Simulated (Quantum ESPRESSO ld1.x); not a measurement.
Q: The rhodium ion Rh27+, 18 electrons, occupied as [Ar]. All-electron calculation, scalar-relativistic Kohn-Sham, LDA (Slater exchange, Perdew-Wang correlation), spin-polarised, spherical densities, point nucleus. Program: ld1.x of Quantum ESPRESSO 7.5. Some entries of the table are withheld. Estimate them.

| orbital | occ. | eigenvalue (eV) | <1/r> (bohr^-1) | r(max) (bohr) |
|---|---|---|---|---|
| 1s | 2 | (1) | 47.00 | 0.021 |
| 2s | 2 | -4579.32 | 10.73 | 0.119 |
| 2p | 6 | (2) | (3) | (4) |
| 3s | 2 | -1632.95 | (5) | 0.332 |
| 3p | 6 | -1524.83 | (6) | 0.319 |

A: 
(1) 1s eigenvalue (eV): -24270.9
(2) 2p eigenvalue (eV): -4242.88
(3) 2p <1/r> (bohr^-1): 10.38
(4) 2p r(max) (bohr): 0.095
(5) 3s <1/r> (bohr^-1): 4.173
(6) 3p <1/r> (bohr^-1): 4.033
